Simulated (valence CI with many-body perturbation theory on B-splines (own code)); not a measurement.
# Tc XXI: what each term of the Hamiltonian does

Calculated by valence CI with perturbative core correlation (CI+MBPT): five valence electrons over a frozen Dirac-Fock core [Ar], a basis of 7 s, 7 p, 8 d, 6 f, 4 g, 1 h functions for each j, with the one-electron correlation potential Σ1, the two-electron term Σ2, the three-electron term Σ3, Breit, model QED; selected CI, second order for the rest (own B-spline code, finite nucleus).

No measured levels were compared; by estimate terms of the open shell hold to 2 to 4 % of their energy, and close levels can change places. Core correlation moves these levels by up to 12000 cm⁻¹, and in measured spectra 5 to 20 % of such shifts remained as error; rates that hang on mixing are uncertain with them. Only levels of the ground parity were solved; by the run's estimate the other parity begins above the list, which can be wrong where configurations are misplaced.

Each rung adds one term. CI alone is the Dirac-Coulomb CI over the frozen core; QED comes last and gives the full result, which names the levels. Energies are above 3d5 6S_5/2 on the same rung, in cm⁻¹.

Names give the largest LS component (configuration and term), which can be under half, so a name can repeat, a term be missing and a line seem to break the LS rules; names also repeat where a configuration has a term twice. Letters in brackets count levels of one name in rising energy.

```csv
Level,CI alone,Σ1,Σ2,Σ3,Breit,QED,Full
3d5 4G_5/2 [a],90429,-162,-3836,-1727,+1571,-97,86179
3d5 4G_7/2,104128,+154,-2569,-1232,-173,-11,100296
3d5 4G_11/2,106934,+211,-1914,-1342,-1982,+6.9,101914
3d5 4G_5/2 [b],108269,+208,-2892,-1420,+298,+6.1,104469
3d5 4P_3/2,109521,+99,-4102,-1559,+874,-28,104805
3d5 4G_9/2,109575,+278,-1940,-1162,-1318,+24,105456
3d5 4P_1/2,118973,+235,-3622,-1645,+374,+6.6,114322
3d5 4D_7/2,131735,+351,-4345,-668,-795,+38,126316
3d5 4D_5/2,141126,+349,-4412,-1047,-523,+31,135524
3d5 4D_1/2,144692,+530,-4064,-951,-430,+81,139857
3d5 4D_3/2,148650,+551,-3642,-1154,-818,+86,143673
3d5 2I_11/2,150885,+347,-1080,-2323,-1688,+22,146162
3d5 2I_13/2,161976,+500,-598,-2325,-3539,+61,156075
3d5 2F_7/2 [a],166652,+242,-5292,-2649,-128,-17,158807
3d5 2D_3/2 [a],166573,+363,-4398,-1917,+101,+23,160745
3d5 2F_5/2 [a],167685,+567,-3394,-1565,-601,+81,162774
3d5 2G_9/2 [a],169666,+322,-4646,-1380,-938,+4.7,163029
3d5 4F_5/2,185102,+608,-4069,-2040,-763,+81,178920
3d5 2H_9/2,190330,+546,-2761,-2069,-1546,+61,184561
```

The middle columns are the shifts that each term adds.

Problem. How does the ionisation energy move along the ladder, and which term matters most?

Solution. CI alone 892.71, + Σ1 894.96, + Σ2 903.26, + Σ3 903.28, + Breit 903.35, + QED 903.36 eV. The largest step is Σ2, 8.30 eV. NIST lists 904 ± 4 eV (theoretical).
